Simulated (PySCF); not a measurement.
All numbers come from PySCF, PBE0, basis W def2-SVP with ECP60, Cl def2-SVP (scalar-relativistic core potentials, no spin–orbit coupling, density fitting). Open shells, if any, are unrestricted.

Question: What shape and geometry does isolated singlet WCl₅⁺ take (every ligand bound to W)?

Answer: Formally W is in oxidation state +6, d0. The polar-tensor charge on W, 2.86, is far below the formal one. The lowest minimum found is a singlet of D3h symmetry with W–Cl 2.217 Å (×3), W–Cl 2.258 Å (×2); Cl–W–Cl 90.0° (×6), Cl–W–Cl 120.0° (×3), Cl–W–Cl 180.0°. Its harmonic wavenumbers are 60 (e'), 148 (e'), 192 (a2''), 215 (e''), 375 (a1'), 418 (a2''), 445 (a1'), 446 (e') cm⁻¹ and its dipole moment is 0.00 D about the centre of mass.

Stability towards spin polarisation was not tested. Only a few start shapes were tried, so a lower isomer may exist. With an element this heavy the missing spin–orbit coupling can shift these numbers.
